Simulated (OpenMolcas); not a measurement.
**neutral silicon: Slater's ratio, worked from levels**

```json
{"Program": "OpenMolcas", "Basis": "ANO-L-VQZP [6s5p3d2f]", "Scalar Hamiltonian": "non-relativistic, point nucleus", "Active space": "2 electrons in 3 orbitals (3p)", "State averaging": "2S+1 = 3 even, 3 roots; 2S+1 = 1 even, 6 roots", "Spin-orbit coupling": "RASSI with atomic mean-field integrals over the reference wave functions, term energies averaged over their components"}
```

Methods: CASSCF; SS-CASPT2, IPEA 0.25 Eh, imaginary shift 0.1 Eh (closed shells correlated: 2s 2p 3s). Measured levels: NIST Handbook of Basic Atomic Spectroscopic Data.

**Slater's ratio.** With one set of orbitals, p2 has ¹D - ³P = 6 F2 and ¹S - ¹D = 9 F2 (F2 = F²/25), a ratio of 3/2. Term energies are centres of gravity, weighted by 2J + 1.

```tsv
Source	¹D - ³P	¹S - ³P	F2 from the first	Ratio
CASSCF	8607	21163	1434	1.459
SS-CASPT2	6209	15146	1035	1.439
measured	6149	15245	1025	1.479
```

Energies in cm-1. A ratio away from 3/2 shows effects beyond one configuration with one set of orbitals, and in heavier atoms second-order spin-orbit shifts.

CASPT2 breaks the degeneracy within a term, and the mean is taken; among the terms shown or strongly mixed into the levels shown the widest spread is 270 cm-1 (3s² 3p² ¹D, SS-CASPT2). With the s shell closed, the reference lacks s² → p² mixing. Without dynamic correlation excited terms often stand tens of per cent too high (terms of higher spin than the ground term too low), and those without a measured partner can miss by more than the paired ones (holds for CASSCF). Computed and measured levels are paired by configuration, term and J; levels that our copy of the source lacks, or whose pairing is in doubt (as where it misses far off the trend of its configuration), stay unpaired and out of the deviations. Levels of configurations outside the active space are missing.
